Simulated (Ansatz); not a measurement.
Ansatz (a first-principles code) input (CCSD(T)/def2-TZVPPD):
A basis named .json is the Basis Set Exchange file of that set.

Ansatz 0.2 input:
```yaml
crystal:
  periodic: [false, false, false]
  atoms:
    - {symbol: Mo, position_ang: [0.02119759, -0.04119140, -0.12523581]}
    - {symbol: O, position_ang: [-1.34009021, -1.01307945, 0.08900324]}
    - {symbol: O, position_ang: [-0.42953417, 1.51621963, -0.58878839]}
    - {symbol: F, position_ang: [1.47407737, -0.25500918, 1.02868722]}
basis:
  gaussian:
    orbitals: def2-TZVPPD.json
total_charge: 1
magnetization: {spin_polarized: false}
correlation: {method: ccsd_t, electrons: outside_noble_gas}
```

End of the output:

```
mean field evaluation 224: about -8601.0654 eV, gradient 2.7e-2 eV
mean field evaluation 256: about -8598.7381 eV, gradient 3.0e-2 eV
mean field evaluation 288: about -8601.1977 eV, gradient 2.9e0 eV
mean field evaluation 320: about -8600.4317 eV, gradient 4.5e0 eV
mean field evaluation 352: about -8599.7533 eV, gradient 1.2e1 eV
mean field evaluation 384: about -8596.2532 eV, gradient 3.2e0 eV
mean field evaluation 416: about -8597.0937 eV, gradient 1.9e1 eV
mean field -8611.67080695 eV, -316.4730649553 hartree, gradient 2.4e-6 eV, S^2 0.000000; 0 other end points of the search recorded, 0 dependent functions left out; unrestricted orbitals would lower it
7 core orbitals not correlated
reference -8611.67080695 eV, -316.4730649553 hartree; 12, 12 occupied and 157, 157 virtual orbitals, 1152 factors
second order -29.31147952 eV of doubles, -0.00000000 eV of singles
coupled cluster: 1.19 GiB planned
cycle   1  -23.52034669 eV  change     5.8e0 eV  update   3.8e-1
cycle   2  -26.09443076 eV  change    -2.6e0 eV  update   3.1e-1
cycle   3  -26.43676669 eV  change   -3.4e-1 eV  update   5.7e-2
cycle   4  -26.45375751 eV  change   -1.7e-2 eV  update   3.2e-2
cycle   5  -26.43832486 eV  change    1.5e-2 eV  update   1.4e-2
cycle   6  -26.46547679 eV  change   -2.7e-2 eV  update   8.5e-3
cycle   7  -26.45745943 eV  change    8.0e-3 eV  update   5.2e-3
cycle   8  -26.45059192 eV  change    6.9e-3 eV  update   2.6e-3
cycle   9  -26.45128992 eV  change   -7.0e-4 eV  update   1.0e-3
cycle  10  -26.45294250 eV  change   -1.7e-3 eV  update   4.8e-4
cycle  11  -26.45252288 eV  change    4.2e-4 eV  update   2.5e-4
cycle  12  -26.45244595 eV  change    7.7e-5 eV  update   1.3e-4
cycle  13  -26.45276866 eV  change   -3.2e-4 eV  update   4.8e-5
cycle  14  -26.45269269 eV  change    7.6e-5 eV  update   2.6e-5
cycle  15  -26.45267798 eV  change    1.5e-5 eV  update   1.4e-5
coupled cluster: 1.19 GiB planned
perturbative correction -1.93907135 eV, -0.0712595579 hartree
Total energy: -8640.06255628 eV, -317.5164424986 hartree
```

This state (charge 1, singlet) is run at the relaxed geometry of the species with charge 0 and multiplicity 2.
